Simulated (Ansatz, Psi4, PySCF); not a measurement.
CH$_{12}$GeSi$_{3}$, singlet, geometry from GFN2-xTB, atoms displaced at random by about 0.08 Å a coordinate. Base run: PySCF with PBE/STO-3G, gradient.

Here is a job for PySCF.
```python
from pyscf import gto, scf, dft

mol = gto.M(
    atom='''
C    -0.085232   -0.322618    2.197304
Ge    0.064053   -0.092773    0.052221
Si    0.024111    2.306444   -0.150050
Si   -1.958756   -1.092449   -0.765326
Si    2.106243   -0.907196   -0.479823
H    -1.116907    0.079729    2.464528
H    -0.182220   -1.396969    2.409890
H     0.572257    0.116730    2.532073
H     0.159634    2.725298   -1.527346
H    -1.440391    2.936989    0.445811
H     1.055901    3.105845    0.869323
H    -3.192661   -0.601401   -0.276001
H    -1.946098   -2.587785   -0.380945
H    -1.916857   -0.952377   -2.103361
H     2.150684   -2.393982   -0.237072
H     3.081264   -0.528106    0.228545
H     2.173494   -0.828407   -1.928204
''',
    basis='sto-3g',
    charge=0,
    spin=0,
    verbose=4,
)

mf = dft.RKS(mol)
mf.xc = 'pbe'
mf.kernel()
g = mf.nuc_grad_method()
grad = g.kernel()
```

Programs used: Ansatz (a first-principles code), Psi4, PySCF; a row that names a program was run with it.

The coordinate followed is x of atom 11.

Variants of this job, named by their change:

```
change                                                  dE/dx (Eh/bohr)  net force (Eh/bohr)
------------------------------------------------------  ---------------  -------------------
base                                                           0.032036             0.000050
density fitting = on                                           0.032013             0.000050
conv_tol = 1e-4                                                0.032114             0.000050
finite difference step (bohr) = 1e-4; conv_tol = 1e-11         0.032036                    -
code = psi4                                                    0.032014             0.000081
grids.level = 0; grid_response = off                           0.032050             0.003939
finite difference step (bohr) = 1e-5; conv_tol = 1e-11         0.032035                    -
grid_response = on                                             0.032036             0.000000
code = ansatz                                                  0.032035             0.000000
grids.level = 1; grid_response = off                           0.032022             0.000169
density fitting = on; auxbasis_response = off                  0.031955             0.000552
finite difference step (bohr) = 0.05; conv_tol = 1e-11         0.032015                    -
```

The net force is zero for an exact gradient.
